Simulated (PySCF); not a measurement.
Two-component Hartree-Fock for Rb⁻ (rubidium, charge -1)

Start: [Kr] 5s2. Calculated with PySCF 2.14 in x2c-TZVPall-2c with one added diffuse shell each of s, p, d type (9s10p8d1f, 86 functions): generalised Hartree-Fock with the X2C-1e Hamiltonian and a Gaussian nucleus; one run each with spin-orbit coupling (SO) switched off, then screened by Boettger's factors.

| spinor shell | electrons | ε, spin-free (eV) | ε, screened SO (eV) | weight of nominal j (screened SO) | rms radius, screened SO (bohr) |
| --- | --- | --- | --- | --- | --- |
| 1s1/2 | 2 | -15283.7 | -15283.2 | 1.000 | 0.0464 |
| 2s1/2 | 2 | -2104.7 | -2104.6 | 1.000 | 0.192 |
| 2p1/2 | 2 | -1859.9 | -1901.7 | 1.000 | 0.169 |
| 3s1/2 | 2 | -338.37 | -338.33 | 1.000 | 0.543 |
| 3p1/2 | 2 | -257.33 | -263.94 | 1.000 | 0.550 |
| 3p3/2 | 4 | -257.33 | -254.18 | 1.000 | 0.561 |
| 3d3/2 | 4 | -123.01 | -123.98 | 1.000 | 0.575 |
| 3d5/2 | 6 | -123.01 | -122.34 | 1.000 | 0.579 |
| 4s1/2 | 2 | -39.350 | -39.344 | 1.000 | 1.57 |
| 4p1/2 | 2 | -18.724 | -19.399 | 1.000 | 1.83 |
| 4p3/2 | 4 | -18.724 | -18.401 | 1.000 | 1.87 |
| 5s1/2 | 2 | -0.210 | -0.210 | 1.000 | 8.20 |

Where does 2p3/2 lie, and what is the 2p spin-orbit splitting (screened SO)?

At -1839.9 eV, 61.812 eV above 2p1/2.

| quantity | spin-free | screened SO |
| --- | --- | --- |
| E (hartree) | -2979.00646 | -2979.21538 |
| M_J | 0 | 0 |
| ⟨J²⟩ | 0.000 | 0.000 |
| ⟨L²⟩ | 0.000 | 0.005 |
| ⟨S²⟩ | 0.000 | 0.005 |

Breit and QED terms are absent; they matter most for the inner s and p1/2 levels.

Densities and radii are taken from the X2C orbitals without a picture-change correction, which distorts them close to the nucleus.

Without spin-orbit coupling the j labels of p, d and f shells carry no meaning; the spin-free column gives the mean over the occupied spinors of each nl shell.
